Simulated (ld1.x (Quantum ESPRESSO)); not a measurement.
# O, RRKJ: configuration errors across variants

oxygen (O), norm-conserving RRKJ (Kleinman–Bylander form), made with ld1.x (Quantum ESPRESSO) 7.5 (PBE, non-relativistic). Core [He], reference 2s2 2p4. Waves: 2s (bound): rc 0.70 bohr; 2p (bound): rc 1.00 bohr; 3d channel at -0.05 Ry: rc 0.90 bohr. Local part: all-electron potential smoothed inside 0.75 bohr (lloc = -2). Core correction: a·sin(br)/r model core, default radius (core density twice the valence density).

All-electron excitation energies from the reference (eV): (1) 2s2 2p3 16.439; (2) 2s2 2p2 50.033; (3) 2s2 2p1 103.905; (4) 2s2 2p0 180.807; (5) 2s2 2p3.5 6.290; (6) 2s2 2p4.3 -2.125; (7) 2s1 2p5 14.896.

3 further variants failed, have other tests or too few solved ones, and are left out.

Errors AE − PS in meV (a dash: test not solved or not reliable):

```csv
change,(1),(2),(3),(4),(5),(6),(7),bound ghosts
base,+2.7,+33,+168,+583,+0.3,0.0,+6.3,none
wave 2s (bound): rc 0.70 bohr becomes 2s (bound): rc 0.66 bohr,+3.1,+35,+178,+612,+0.4,0.0,+8.1,none
wave 2s (bound): rc 0.70 bohr becomes 2s (bound): rc 0.84 bohr,+1.9,+26,+143,+514,+0.2,0.0,+3.8,none
wave 2s (bound): rc 0.70 bohr becomes 2s (bound): rc 0.90 bohr,+1.9,+26,+143,+514,+0.2,0.0,+4.4,none
wave 2s (bound): rc 0.70 bohr becomes 2s (bound): rc 0.96 bohr,+2.2,+28,+152,+539,+0.2,0.0,+5.7,none
wave 2s (bound): rc 0.70 bohr becomes 2s (bound): rc 1.04 bohr,+2.8,+33,+171,+594,+0.3,0.0,+7.7,none
```

Q: Give the same row for: wave 2s (bound): rc 0.70 bohr becomes 2s (bound): rc 0.78 bohr.

A: +2.1, +28, +150, +534, +0.2, 0.0, +4.1; bound ghosts: none.
